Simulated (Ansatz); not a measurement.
System: 1,1-difluoropropylsilane, C$_{3}$H$_{8}$F$_{2}$Si (charge 0, singlet). SMILES: CCC(F)(F)[SiH3]
Coordinates optimised at B3LYP-D3(BJ)/def2-TZVP (Ansatz, a quantum-chemistry and plane-wave program):
```
C
F 1 1.3897
F 1 1.3897 2 105.44
C 1 1.5145 2 109.12 3 117.09
H 4 1.0931 1 107.43 2 179.98
H 4 1.0931 5 106.90 1 115.05
C 4 1.5275 5 110.58 6 120.42
H 7 1.0895 4 111.01 5 60.69
H 7 1.0895 8 108.22 4 -122.06
H 7 1.0904 8 108.21 9 -117.04
Si 1 1.9253 2 107.93 3 -115.16
H 11 1.4763 1 108.45 2 56.75
H 11 1.4794 12 110.84 1 -118.84
H 11 1.4794 12 110.84 13 -122.31
```

Atomisation energy built up term by term with Ansatz (kcal/mol; UHF references for open shells; valence terms freeze the core; atomic spin-orbit terms are left out). Basis-set limits of correlation are two-point, X^-3; Hartree-Fock from the larger set.

| term | basis | kcal/mol |
|---|---|---|
| Hartree-Fock | cc-pV(Q+d)Z | 916.36 |
| CCSD correlation | CBS(cc-pV(T+d)Z,cc-pV(Q+d)Z) | 300.05 |
| (T) | CBS(cc-pV(T+d)Z,cc-pV(Q+d)Z) | 18.58 |
| core correlation | cc-pwCVTZ | 3.31 |
| scalar relativity (X2C) | cc-pVTZ-DK against cc-pVTZ | -1.52 |
| sum: De |  | 1236.8 |

(T) makes 1.5 % of the CCSD(T) atomisation energy; under 5 % is typical of single-reference molecules.
